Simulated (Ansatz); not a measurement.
A nudged elastic band was laid between two geometries of ClFGeH2 + FH (7 atoms, charge 0, multiplicity 1).

These are results of RHF/def2-SVP (Ansatz), not measurements.

```json
{"movable images": "5", "climbing image": "yes", "spring": "5.0 eV/Å²", "optimiser": "quadratic models (default)", "start path": "through a guess of the saddle point", "force threshold": "0.05 eV/Å", "iteration limit": "60", "end points": "relaxed"}
```

Image 0:

```xyz
7
Properties=species:S:1:pos:R:3
Ge -0.036 0.431 -0.082
H 0.088 0.934 1.340
Cl 1.841 0.575 -1.092
H -1.129 1.034 -0.941
F -0.393 -1.268 0.014
F 1.194 -2.074 1.953
H 0.596 -2.150 1.275
```

Image 6:

```xyz
7
Properties=species:S:1:pos:R:3
Ge 0.250 -0.400 -0.805
H 0.080 0.076 3.640
Cl 1.942 0.366 -1.823
H -0.739 0.654 -0.380
F -0.496 -1.553 -1.808
F 0.801 -1.281 0.544
H 0.322 -0.380 3.099
```

Problem. Which bonds break or form, and what moves?

Solution. Bonds broken: Ge1–H2, F6–H7. Bonds formed: Ge1–F6, H2–H7. ClFGeH2 + FH becomes ClF2GeH + H2.

Problem. What energy profile does the band end with?

Solution. It converged. The highest image is number 3 of 0 to 6, 59.8 kcal/mol above the first end and 62.3 kcal/mol above the last; the last end lies 2.4 kcal/mol below the first. Neighbouring images differ by up to 2.5 eV, so the band resolves the path poorly. A vibrational analysis at the climbing image gives one clearly imaginary mode, 1727i cm⁻¹: a first-order saddle point. The orbitals stay closed-shell, which can raise the energy where a bond breaks towards radicals; this wasn't checked here.

```tsv
image	path coordinate (Å)	energy (kcal/mol)	Ge1–H2 (Å)	F6–H7 (Å)	Ge1–F6 (Å)
0	0.00	0.0	1.51	0.91	3.45
1	1.73	0.0	1.51	0.91	3.46
2	3.47	6.9	1.52	0.90	2.87
3	5.20	59.8	1.79	1.14	1.97
4	6.55	1.2	2.81	2.18	1.71
5	7.91	-2.3	3.98	2.81	1.70
6	9.26	-2.4	4.47	2.75	1.70
```

Problem. What is the geometry of the highest image?

Solution. 
```xyz
7
Properties=species:S:1:pos:R:3:forces:R:3
Ge 0.139 -0.269 -0.055 -0.01 -0.01 0.00
H 0.867 0.381 1.445 0.00 0.00 0.00
Cl 1.862 0.401 -1.135 0.00 0.00 0.01
H -1.081 0.617 -0.039 0.00 0.00 0.00
F -0.269 -1.628 -1.017 0.00 -0.01 0.00
F 0.069 -1.497 1.480 -0.01 0.00 -0.01
H 0.574 -0.523 1.788 0.01 0.01 0.00
```

The band took 56 iterations and of the order of 9 core-minutes.

The run took 9.2 min on 1 thread of Arm Neoverse V1, with other jobs on the host, peak memory 0.19 GiB.
